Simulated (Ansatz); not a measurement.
`[Cl][In@H-]1[F+][In@H-]([Cl])[F+]1` at its PBE0-D4/def2-TZVP geometry, where that method's forces vanish. Charge 0, multiplicity 1. In takes the def2 core potential.

```csv
atom,x (Å),y (Å),z (Å)
Cl1,-1.161,-1.970,2.222
In2,-1.522,-0.457,0.521
F3,0.004,0.972,0.865
In4,1.522,0.456,-0.521
Cl5,1.167,1.976,-2.217
F6,-0.006,-0.971,-0.868
H7,-2.886,0.202,-0.216
H8,2.882,-0.209,0.215
```

(1) For each bond, give half the difference of the two atoms' forces along it (eV/Å; positive pushes the atoms apart) under PBE-D4, r2SCAN-D4, B3LYP-D4, ωB97M-V in def2-TZVPP. (An estimate is asked.)

Results:

(1) Computed: 
```csv
bond,length (Å),PBE-D4,r2SCAN-D4,B3LYP-D4,ωB97M-V
Cl1–In2,2.305,0.18,0.08,0.24,0.03
In2–F3,2.119,0.27,0.01,0.16,0.02
In2–F6,2.119,0.27,0.01,0.16,0.02
In2–H7,1.684,-0.08,-0.08,-0.14,-0.11
F3–In4,2.119,0.27,0.01,0.16,0.02
In4–Cl5,2.305,0.18,0.08,0.24,0.03
In4–F6,2.119,0.27,0.01,0.16,0.02
In4–H8,1.684,-0.08,-0.08,-0.14,-0.11
```

B3LYP here is the variant with VWN-RPA as its local correlation; programs differ in this.
